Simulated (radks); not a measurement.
Valence configurations of N II (all share [He]). Calculated with a radial shooting solver on a logarithmic mesh with Libxc functionals: scalar-relativistic Kohn-Sham, PBE, spin-polarised, spherical densities, finite nucleus; open shells are filled with parallel spins first; Fermi nuclear charge, rms radius 2.5582 fm. Energies are relative to 2s2 2p2; eigenvalues in eV for spin up.

\begin{tabular}{lrrrr}
valence & E (eV) & moment (Bohr magnetons) & e(2p) & e(2s) \\ \hline
2s2 2p2 & 0.000 & 2 & -22.032 & -33.826 \\
2s1.5 2p2.5 & 3.469 & 3 & -22.498 & -34.350 \\
2s1 2p3 & 5.632 & 4 & -22.785 & -34.684 \\
2s0.5 2p3.5 & 15.148 & 3 & -22.669 & -34.546 \\
2p4 & 23.493 & 2 & -22.326 & - \\
\end{tabular}

NIST lists [He] 2s2 2p2 as the ground configuration; this level of theory agrees among the configurations tried. The energies are those of spherical high-spin densities, not of single terms.
